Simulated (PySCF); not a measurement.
# Reading the logs of faulty runs: AlBCFH5

All numbers below are calculated, not measured. The program is PySCF 2.14.0, an open-source quantum chemistry code, run on an isolated molecule that a program drew, which may never have been made. The molecule is AlBCFH5 (charge 0, singlet), drawn as the SMILES string `[BH2][Al]([CH3])[F]`.

Each row is a Hartree-Fock (HF) and frozen-core CCSD(T) single point in the cc-pV(D+d)Z basis, meant for a local HF minimum. Run 1 is clean. Each other run has one planted mistake out of seven kinds, and not every kind appears here: one electron removed, one electron added, multiplicity raised by two, geometry at a saddle point, minimal basis STO-3G, one bond length entered in bohr, all coordinates scaled. The reference is restricted for singlets and unrestricted otherwise, and also for a bond in bohr. Adding or removing an electron swaps singlet and doublet. Electrons count all cores. HOMO and LUMO are orbital energies over both spins, the gradient is its largest component, and the lowest frequency (negative if imaginary) is given only where the gradient is small. Bond lengths are over the 8 bonds as drawn. T1 is the CCSD diagnostic: over 0.02 (restricted) or 0.045 (unrestricted) a single reference is doubtful.

Geometry of the clean run:
```xyz
9
AlBCFH5, angstrom
B     0.5703    0.0675   -1.4970
Al   -0.7335   -1.3142   -0.5023
C    -0.8531   -1.7173    1.4075
F    -1.7811   -2.1529   -1.4917
H     1.6596   -0.2471   -1.9019
H     0.2695    1.2169   -1.6902
H    -0.1402   -1.1466    2.0113
H    -1.8589   -1.5029    1.7875
H    -0.6692   -2.7823    1.5916
```

```
run  electrons  basis functions  <S^2>  HOMO (eV)  LUMO (eV)  gradient (hartree/bohr)  lowest frequency (cm^-1)  mean bond (Å)  longest bond (Å)      T1  HF (hartree)  CCSD(T) (hartree)                          mistake
  1         38               90  0.000     -10.29       1.26                  4.2e-05                        43         1.4328             2.144  0.0120    -406.87375         -407.40426                         no fault
  2         37               90  0.811     -17.17      -7.97                  4.8e-02                         -         1.4328             2.144  0.0205    -406.53873         -407.04953             one electron removed
  3         38               90  0.914      -7.50       1.17                  1.2e-02                         -         1.6182             3.151  0.0856    -406.69906         -407.21345  one bond length entered in bohr
  4         38               90  2.015      -7.85      -0.88                  3.1e-02                         -         1.4328             2.144  0.0167    -406.78201         -407.30435                                ?
  5         38               29  0.000      -7.71       6.93                  2.5e-02                         -         1.4328             2.144  0.0130    -401.76232         -401.93544                                ?
```

**Which mistake was planted in run 4, and what did it cost?**

Electrons, basis and geometry are unchanged, and <S^2> is 2.015, beside S(S+1) = 2.00 for a multiplicity of 3. So the mistake is: multiplicity raised by two. Subtracting run 1 and multiplying by 627.51 kcal/mol a hartree, the energy moved by 57.6 kcal/mol in HF and 62.7 kcal/mol in CCSD(T).

**Which mistake was planted in run 5, and what did it cost?**

It has 29 basis functions where the clean run has 90, with the same electrons and geometry. So the mistake is: minimal basis STO-3G. Subtracting run 1 and multiplying by 627.51 kcal/mol a hartree, the energy moved by 3207.5 kcal/mol in HF and 3431.7 kcal/mol in CCSD(T).

Cautions from the logs. Run 3: T1 is over the limit, so its CCSD(T) energy is less reliable.
